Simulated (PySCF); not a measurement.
## Basis-set dependence of excited states

Species: AsGaGeH₈O.
Numbering: `[GeH3:1][O:2][GaH2-:3][AsH3+:4]` (hydrogens: H5, H6, H7 on Ge1; H8, H9 on Ga3; H10, H11, H12 on As4)

TDDFT with PBE0 (PySCF), vertical singlets, core orbitals frozen in the response, spherical d and f functions. Isolated species at its PBE0-D3(BJ)/def2-SVP geometry (one conformer only). Relativistic effects, spin–orbit coupling among them, are left out although an element past zinc is present.

**Question.** Compare 6-31G*, def2-SVP, def2-SVPD, aug-cc-pVDZ, def2-TZVP and def2-TZVPD for this molecule.

**Answer.** 

| basis | functions | diffuse | S1 (eV) | S2 (eV) | S3 (eV) | S4 (eV) | S5 (eV) | LUMO (eV) | α (au) |
| --- | --- | --- | --- | --- | --- | --- | --- | --- | --- |
| 6-31G* | 126 | no | 5.59 | 5.93 | 6.09 | 6.43 | 6.59 | -0.20 | 84.3 |
| def2-SVP | 150 | no | 5.75 | 6.07 | 6.23 | 6.41 | 6.72 | -0.14 | 89.0 |
| def2-SVPD | 201 | yes | 5.68 | 5.92 | 6.15 | 6.28 | 6.35 | -0.45 | 102.3 |
| aug-cc-pVDZ | 203 | yes | 5.54 | 5.69 | 6.02 | 6.12 | 6.15 | -0.71 | 103.9 |
| def2-TZVP | 223 | no | 5.72 | 5.99 | 6.17 | 6.35 | 6.60 | -0.30 | 98.0 |
| def2-TZVPD | 274 | yes | 5.63 | 5.83 | 6.08 | 6.22 | 6.28 | -0.53 | 103.4 |

States are compared by their number. Against the largest diffuse basis here (def2-TZVPD, itself not a converged limit), sets without diffuse functions differ by up to 0.13 eV in S1 and 0.44 eV in S5; the smaller diffuse sets differ by up to 0.08 and 0.13 eV. State by state, the largest deviation of a set without diffuse functions is S1 0.13, S2 0.24, S3 0.15, S4 0.21, S5 0.44 eV. The same number needn't mean the same state in each row. Against def2-TZVPD the polarisability deviates by -19% in 6-31G*, -14% in def2-SVP, -1% in def2-SVPD, 0% in aug-cc-pVDZ, -5% in def2-TZVP.
